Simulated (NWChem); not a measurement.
# OZn

```xyz
2

Zn     0.0000     0.0000     0.3567
O      0.0000     0.0000    -1.3376
```
Charge 0, spin multiplicity 1.

Everything below was run with NWChem. Structure: optimised with PBE/def2-SVP, a minimum by its harmonic frequencies.

Symmetry labels belong to the abelian group C2v used in the runs, with the axes of the coordinates shown; states degenerate in a higher group split over its labels.

B3LYP has NWChem's definition, with VWN1-RPA local correlation. The structure started from a generated list of species.

List the lowest 4 singlet excitations that TD-B3LYP/def2-SVPD, VWN1-RPA local correlation gives, with oscillator strengths.


| state | symmetry | energy (eV) | wavelength (nm) | f |
|---|---|---|---|---|
| 1 | b2 | 0.78 | 1586 | 0.002 |
| 2 | b1 | 0.78 | 1586 | 0.002 |
| 3 | a1 | 3.68 | 337 | 0.105 |
| 4 | a2 | 4.99 | 248 | 0.000 |
